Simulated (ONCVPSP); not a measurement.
**LDA (Perdew-Wang 92) ONCV dataset for I, fully relativistic all-electron reference.**

ONCVPSP 4.0.1 input, shortened (lines: element, Z, core and valence counts, functional; n l f; lmax; l rc ep ncon nbas qcut; lloc lpopt rc5 dvloc0; l nproj debl; icmod fcfact rcfact), LDA (Perdew-Wang 92), fully relativistic:

```
  I 53.00    8    3  -001012      upf
    1    0    2.00
    2    0    2.00
    2    1    6.00
    3    0    2.00
    3    1    6.00
    3    2   10.00
    4    0    2.00
    4    1    6.00
    4    2   10.00
    5    0    2.00
    5    1    3.50
    2
    0    1.80    0.00    5   10    2.80
    1    1.80    0.00    4    7    5.30
    2    1.10    0.00    3    8   15.30
    4    5    0.75    0.00
    0    3    0.50
    1    2    2.00
    2    3    2.60
    0    0.00    0.00
```

Open shells are filled in proportion to 2j + 1.

In the s channel the program set the typed energies aside and used -1.150, 0.250, 0.750 Ha.

Results:

```
Cutoffs needed           : 73 Ha and 90 Ha (the cutoffs (Ha) at which the residual kinetic energy of the hardest occupied pseudo-wave falls to 1 and 0.1 mHa per electron)
Ghost test               : ghosts flagged at negative energy: s at -457.1 eV, s at -171.4 eV, p3/2 at -162.8 eV, p1/2 at -177.1 eV; GHOST(+) flagged for s at 170.0 eV; a true bound ghost makes a file unfit for plane-wave use
Largest excitation error : +2.3 meV (all-electron minus pseudo) for 4d10 5s2 5p5, out of 4 test configurations
```

Generation and tests took about 7.9 s on one core of a shared server CPU.
